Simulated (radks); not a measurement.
These are the eigenvalues of the occupied orbitals of an atom or ion with whole-number occupations (Ry). Method: scalar-relativistic Kohn-Sham, PBE, spin-polarised, spherical densities, finite nucleus; Fermi nuclear charge, rms radius of each element as measured or else 0.836 A^(1/3) + 0.57 fm; computed with a radial shooting solver on a logarithmic mesh with Libxc functionals.

| orbital | eigenvalue |
|---|---|
| 1s up | -177.6943 |
| 1s down | -177.6618 |
| 2s up | -16.40726 |
| 2s down | -16.37520 |
| 2p up | -12.35773 |
| 2p down | -12.31332 |
| 3s up | -2.11811 |
| 3s down | -1.86528 |
| 3p up | -1.31628 |

Which element is it, and in what charge state? The configuration may be excited. Open shells, if any, are filled with parallel spins first.

Answer. Z = 16, sulfur, charge +1: S+ in [Ne] 3s2 3p3. The list shows which subshells hold electrons but not how many an open one holds; the 1s level, -88.847 hartree, gives Z - s = 13.3 by -(Z - s)^2/2, which with screening and relativity narrows Z to a few neighbours, and the depths of the outer levels then fix element, charge and occupations together.
